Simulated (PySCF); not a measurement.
**Stationary points of VN(OH)2**

Computed with PBE0 in PySCF with V def2-SVP, N def2-SVP, O def2-SVP, H def2-SVP; no relativity; density-fitted integrals.

Relaxations began from a few typed shapes. The search is not exhaustive: other isomers or separated fragments can lie lower, and high-lying points may rest on an excited occupation.

Task: Which is the lowest minimum found?
A. singlet C1: O–H 0.963 Å, O–H 0.967 Å, V–N 1.507 Å, V–O 1.773 Å, V–O 1.797 Å; H–O–V 116.4°, H–O–V 124.2°, N–V–O 108.9°, N–V–O 112.1°, O–V–O 125.3°
B. singlet Cs: O–H 0.963 Å (×2), V–N 1.509 Å, V–O 1.776 Å (×2); H–O–V 123.4° (×2), N–V–O 111.5° (×2), O–V–O 122.9°
C. singlet Cs: O–H 0.963 Å, O–H 0.966 Å, V–N 1.505 Å, V–O 1.776 Å, V–O 1.802 Å; H–O–V 119.5°, H–O–V 126.0°, N–V–O 110.8°, N–V–O 113.7°, O–V–O 135.6°
D. singlet C2v: O–H 0.963 Å (×2), V–N 1.506 Å, V–O 1.781 Å (×2); H–O–V 125.3° (×2), N–V–O 113.9° (×2), O–V–O 132.1°

Result: B. The others lie at 3.4 (singlet C2v, a saddle point), 22.9 (singlet C1), 25.3 (singlet Cs, a saddle point) kJ/mol above it.

For the lowest minimum: stability towards spin polarisation was not tested.
